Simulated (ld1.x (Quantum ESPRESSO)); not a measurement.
**Bi (Z = 83): one change to a TM potential, before and after**

ld1.x (Quantum ESPRESSO) 7.5 input, shortened:

```
&input
   title='Bi', zed=83., rel=1, dft='PZ', iswitch=3,
   config='[Xe] 4f14 5d10 6s2 6p2.5'
 /
 &inputp
   pseudotype=2, tm=.true., lloc=0,
   nlcc=.true., new_core_ps=.true.
 /
3
6P  2  1   2.50   0.00  2.50  2.50  0.0
5D  3  2  10.00   0.00  1.15  1.15  0.0
6S  1  0   2.00   0.00  1.75  1.75  0.0
 &test
   configts(1)='5d10 6s2 6p2.5'
 /
```

Change: wave 6s (bound): rc 1.75 bohr becomes 6s (bound): rc 2.44 bohr.

Cutoffs: the cutoffs (Ry, on a coarse ladder) from which the occupation-weighted sum of valence levels, in a spherical-Bessel basis at the reference potential, stays within 10 and 1 mRy of its value at 400 Ry; they do not see the model core or the augmentation charge, which bear on the density cutoff. Errors are all-electron minus pseudo energies relative to the spin-unpolarised reference configuration.

Q: How do hardness, ghosts and transferability respond?

A: The potential gets neither clearly harder nor softer (90 Ry and 120 Ry → 90 Ry and 120 Ry); the d channel sets the loose cutoff, while the largest relative change is in s, which becomes softer; of the 9 tests that both files solve, the error grows in 0 and shrinks in 3 by more than 15 % and 0.3 meV (median size 8.8 → 7.2 meV); neither file shows a bound ghost. That the errors move this way runs against the usual rule that smaller radii transfer better.

| quantity | base | changed |
| --- | --- | --- |
| cutoff, loose | 90 Ry | 90 Ry |
| cutoff, tight | 120 Ry | 120 Ry |
| loose cutoff by channel (10 mRy a level) | p 10 Ry, d 50 Ry, s 21 Ry | p 10 Ry, d 50 Ry, s 12 Ry |
| bound ghosts | none | none |
| error for 5d10 6s2 6p3, meV [ΔE -3.21 eV] | +1.7 | +1.8 |
| error for 5d10 6s2 6p2, meV [ΔE 4.95 eV] | -2.1 | -1.9 |
| error for 5d10 6s2 6p1, meV [ΔE 20.51 eV] | -8.8 | -6.9 |
| error for 5d10 6s2 6p0, meV [ΔE 44.23 eV] | -26 | -19 |
| error for 5d9 6s2 6p4, meV [ΔE 20.92 eV] | -239 | -219 |
| error for 5d10 6s1 6p0, meV [ΔE 90.14 eV] | -47 | -39 |
| error for 5d10 6s2 6p3.3, meV [ΔE -4.36 eV] | +2.6 | +2.8 |
| error for 5d10 6s2 6p2.5 (spin-polarised), meV [ΔE -0.78 eV] | +6.4 | +7.2 |
| error for 5d10 6s2 6p3 (spin-polarised), meV [ΔE -4.23 eV] | +9.8 | +11 |
| s: phases at 2.68 bohr within 0.05 rad from the reference energy up to (Ry; the scan ends near 5) | 1.7 | 1.1 |
| p: phases at 2.68 bohr within 0.05 rad from the reference energy up to (Ry; the scan ends near 5) | 2.9 | 2.6 |
| d: phases at 2.68 bohr within 0.05 rad from the reference energy up to (Ry; the scan ends near 5) | 0.2 | 0.4 |
